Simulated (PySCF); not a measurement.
Cl2Sb, charge +1, singlet, at a GFN2-xTB geometry (core potentials on Sb). Base run: PySCF with HF/def2-SVP.

Input for PySCF:
```python
from pyscf import gto, scf

mol = gto.Mole()
mol.atom = '''
    Sb    0.37750143   -0.02033636    0.45805429
    Cl    0.77066814    0.35397311   -1.77453146
    Cl   -1.90317243   -0.29296404    0.40036859
'''
mol.basis = 'def2-svp'
mol.ecp = {'Sb': 'def2-svp'}
mol.charge = 1
mol.verbose = 4
mol.build()

mf = scf.RHF(mol)
mf.kernel()
mf.analyze()
```

Variants of this job, named by their change:

```csv
change,ΔE vs base (mEh),fitting functions,outcome
base,0.000,-,converged
auxbasis = even-tempered beta=1.6,___,___,converged
auxbasis = def2-tzvp-ri,-,-,input refused
auxbasis = even-tempered beta=2.0,0.072,554,converged
auxbasis = default (with mf = mf.density_fit()),0.078,474,converged
auxbasis = cc-pvqz-jkfit,-,-,input refused
auxbasis = def2-universal-jkfit,0.078,474,converged
auxbasis = cc-pvdz-jkfit,-,-,input refused
auxbasis = autoaux,0.240,518,converged
auxbasis = even-tempered beta=3.0,___,___,converged
```

Problem. Some entries are withheld; supply them.

Solution. 
- auxbasis = even-tempered beta=1.6, ΔE vs base (mEh): 0.133
- auxbasis = even-tempered beta=1.6, fitting functions: 811
- auxbasis = even-tempered beta=3.0, ΔE vs base (mEh): -43.171
- auxbasis = even-tempered beta=3.0, fitting functions: 364

A fitting set is made for a task (jfit for Coulomb, jkfit for Coulomb and exchange, ri for correlation) and for a family of orbital bases.

- auxbasis = def2-tzvp-ri: ended with `pyscf.lib.exceptions.BasisNotFoundError: Basis set not found for Sb in def2-tzvp-ri`
- auxbasis = cc-pvqz-jkfit: ended with `pyscf.lib.exceptions.BasisNotFoundError: Basis set not found for Sb in cc-pvqz-jkfit`
- auxbasis = cc-pvdz-jkfit: ended with `pyscf.lib.exceptions.BasisNotFoundError: Basis set not found for Sb in cc-pvdz-jkfit`
